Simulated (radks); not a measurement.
Valence configurations of Zn III (all share [Ar]). All-electron calculation, scalar-relativistic Kohn-Sham, PBE, spin-polarised, spherical densities, point nucleus; open shells are filled with parallel spins first. Program: a radial shooting solver on a logarithmic mesh with Libxc functionals. Energies are relative to 3d10; eigenvalues in eV for spin up.

valence      E (eV)  moment (Bohr magnetons)    e(3d)    e(4p)    e(4s)
3d10          0.000                        0  -30.856        -        -
3d9.5 4s0.5   4.278                        1  -34.599        -  -24.568
3d9.5 4p0.5   8.115                        1  -35.370  -17.320        -
3d9 4s1       9.374                        2  -38.560        -  -26.066
3d9 4p1      17.433                        2  -40.065  -18.828        -
3d8 4s2      24.189                        2  -47.042        -  -27.976
3d8 4s1 4p1  31.217                        4  -48.528  -20.909  -29.728
3d8 4p2      40.067                        4  -49.936  -21.602        -
3d7 4s2 4p1  52.448                        4  -57.849  -22.277  -31.693
3d6 4s2 4p2  87.152                        6  -69.158  -24.929  -35.095

NIST lists [Ar] 3d10 as the ground configuration; this level of theory agrees among the configurations tried. The energies are those of spherical high-spin densities, not of single terms.
